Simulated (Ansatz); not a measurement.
Consider the redistribution: `[CH3][SnH]([CH3])[SiH3]` + `CN[SiH2][AlH2]` → `CN[SiH2][SiH3]` + `[CH3][SnH]([CH3])[AlH2]`.

Gas-phase electronic energies from Ansatz, PBE0-D4/def2-TZVP geometries. CBS: MP2 limit from def2 TZ/QZ plus the TZ coupled-cluster correction, frozen cores. DFT in def2-TZVPP. B3LYP here is the variant with VWN-RPA as its local correlation; programs differ in this. Elements past krypton have def2 core potentials. For Sn outer-core shells are correlated without core-valence functions, which leaves a few kJ/mol of doubt a bond. Each species was taken in one conformer, which may not be the lowest.

`[CH3][SnH]([CH3])[SiH3]`:

Cartesian coordinates in Å:
```
C 0.398 1.437 1.481
Sn 0.382 -0.368 0.317
C 1.469 -0.029 -1.503
Si -2.029 -1.090 -0.192
H -0.101 2.237 0.934
H 1.428 1.735 1.683
H -0.117 1.282 2.429
H 1.177 -1.602 1.209
H 2.486 0.287 -1.271
H 0.981 0.752 -2.088
H 1.509 -0.941 -2.098
H -2.055 -2.341 -0.998
H -2.735 -0.030 -0.966
H -2.794 -1.328 1.063
```

`CN[SiH2][AlH2]`:

Cartesian coordinates in Å:
```
C -1.687 -0.595 -0.394
N -0.509 -0.260 -1.165
Si 0.701 0.802 -0.526
Al 1.727 0.156 1.635
H -2.459 -1.029 -1.035
H -2.112 0.316 0.038
H -1.500 -1.296 0.432
H -0.180 -1.024 -1.735
H 0.092 2.162 -0.385
H 1.767 0.897 -1.569
H 2.757 1.117 2.380
H 1.404 -1.245 2.324
```

`CN[SiH2][SiH3]`:

```xyz
13

C     0.863   -0.116   -1.782
N    -0.294    0.562   -1.236
Si   -0.419    0.987    0.428
Si   -0.408   -0.824    1.932
H     1.769    0.268   -1.306
H     0.957    0.082   -2.854
H     0.851   -1.204   -1.637
H    -1.151    0.354   -1.724
H    -1.692    1.740    0.593
H     0.735    1.866    0.777
H     0.828   -1.642    1.770
H    -1.576   -1.719    1.694
H    -0.463   -0.353    3.345
```

`[CH3][SnH]([CH3])[AlH2]`:

```xyz
13

C     0.523    0.618    1.859
Sn   -0.031   -0.526    0.120
C    -1.925    0.238   -0.570
Al    1.841   -0.573   -1.776
H     1.454    0.241    2.283
H     0.658    1.666    1.591
H    -0.264    0.545    2.611
H    -0.326   -2.136    0.665
H    -2.660    0.163    0.233
H    -2.278   -0.334   -1.428
H    -1.825    1.284   -0.860
H     1.474   -0.952   -3.278
H     3.361   -0.235   -1.448
```

| level | ΔE (kJ/mol) | difference from CCSD(T)/CBS |
| --- | --- | --- |
| PBE-D4 | -16.0 | 1.3 |
| r2SCAN-D4 | -18.1 | -0.8 |
| PBE0-D4 | -16.6 | 0.7 |
| B3LYP-D4 | -17.8 | -0.5 |
| ωB97X-V | -16.4 | 0.9 |
| ωB97M-V | -17.4 | -0.1 |
| B2PLYP | -18.5 | -1.2 |
| PBE | -16.2 | 1.1 |
| r2SCAN | -18.2 | -0.9 |
| PBE0 | -16.8 | 0.5 |
| B3LYP | -18.2 | -0.9 |
| HF/def2-TZVPP | -19.6 | -2.3 |
| MP2/def2-TZVPP | -18.5 | -1.2 |
| SCS-MP2/def2-TZVPP | -18.5 | -1.2 |
| CCSD/def2-TZVPP | -17.4 | -0.1 |
| CCSD(T)/def2-TZVPP | -17.1 | 0.2 |
| HF/def2-QZVPP | -19.3 | -2.0 |
| MP2/def2-QZVPP | -18.5 | -1.2 |
| SCS-MP2/def2-QZVPP | -18.5 | -1.2 |
| HF/CBS(def2) | -19.3 | -2.0 |
| MP2/CBS(def2) | -18.7 | -1.4 |
| CCSD/CBS(def2) | -17.6 | -0.3 |
| CCSD(T)/CBS | -17.3 | 0 |

Largest T1 diagnostic among the species: 0.012.
